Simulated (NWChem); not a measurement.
System: MgSiH4O2; SMILES [OH][Mg][O][SiH3]

```xyz
8

Mg     0.5119     1.1513     0.0000
O      0.6965     2.8979     0.0000
H      0.7993     3.8424     0.0000
O      0.3229    -0.6354     0.0000
Si     0.1514    -2.2616     0.0000
H      0.7880    -2.8810    -1.2090
H     -1.2945    -2.6614     0.0000
H      0.7880    -2.8810     1.2090
```
Atoms are numbered in this order, from 1.

Geometry: optimised at PBE0/def2-SVP. B3LYP is NWChem's, with the RPA form of VWN correlation.

**Question.** List the 4 lowest vertical singlet excitations from B3LYP/def2-SVPD, full TDDFT (NWChem).

**Answer.** 
```csv
state,energy (eV),oscillator strength,leading excitation (squared amplitude)
S1,5.19,0.001,HOMO → LUMO (0.85)
S2,5.19,0.001,HOMO−1 → LUMO (0.85)
S3,5.40,0.055,HOMO−2 → LUMO (0.86)
S4,5.40,0.055,HOMO−3 → LUMO (0.86)
```
